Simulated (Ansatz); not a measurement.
Basis sets compared for TiBr4. Total charge 0; singlet. Geometry PBE0-D4/def2-SVP. Ansatz on 2 threads of AMD EPYC 7R13 on a shared host; times are rough, and most runs start from earlier orbitals.

Cartesian coordinates in Å:
```
Ti 0.0000 0.0000 0.0000
Br 1.5666 0.0982 -1.6899
Br -0.9599 2.0784 0.2802
Br 1.0258 -0.6441 1.9628
Br -1.6326 -1.5326 -0.5531
```

The 6-31G sets use Cartesian d functions.

Binding counts from free atoms (Ti triplet, Br doublet) in the same basis, without a counterpoise term.

```
                               level  functions  energy (Eh)  HOMO (eV)  LUMO (eV)  binding per atom (eV)  wall time
                           HF/STO-3G         90  -11018.8985      -9.02       5.33                   4.29      1.3 s
                            HF/6-31G        145  -11136.7642     -11.77      -0.47                   1.51      5.5 s
                        HF/def2-TZVP        237  -11138.3131     -11.56       0.15                   1.77      9.5 s
                     PBE-D4/def2-SVP        159  -11143.2639      -7.41      -4.38                   3.50      2.9 s
                    PBE-D4/def2-TZVP        237  -11144.6245      -7.53      -4.44                      –      4.6 s
                    PBE0-D4/def2-SVP        159  -11143.6136      -8.70      -3.75                   3.18      6.5 s
                   PBE0-D4/def2-TZVP        237  -11144.9753      -8.76      -3.69                   3.18       13 s
CAM-B3LYP-D4/def2-TZVP (with forces)        237  -11146.8888     -10.00      -2.69                   3.01       19 s
```

(1) Estimate the rows for PBE-D4/def2-TZVPD, PBE0-D4/def2-TZVPD, CAM-B3LYP-D4/def2-TZVPD.

Answers

(1) 
```json
{"level": "PBE-D4/def2-TZVPD", "functions": "276", "energy (Eh)": "-11144.6264", "HOMO (eV)": "-7.56", "LUMO (eV)": "-4.47", "binding per atom (eV)": "–", "wall time": "2.1 s"}
{"level": "PBE0-D4/def2-TZVPD", "functions": "276", "energy (Eh)": "-11144.9769", "HOMO (eV)": "-8.78", "LUMO (eV)": "-3.71", "binding per atom (eV)": "3.18", "wall time": "2.2 s"}
{"level": "CAM-B3LYP-D4/def2-TZVPD", "functions": "276", "energy (Eh)": "-11146.8905", "HOMO (eV)": "-10.02", "LUMO (eV)": "-2.72", "binding per atom (eV)": "3.00", "wall time": "3.1 s"}
```
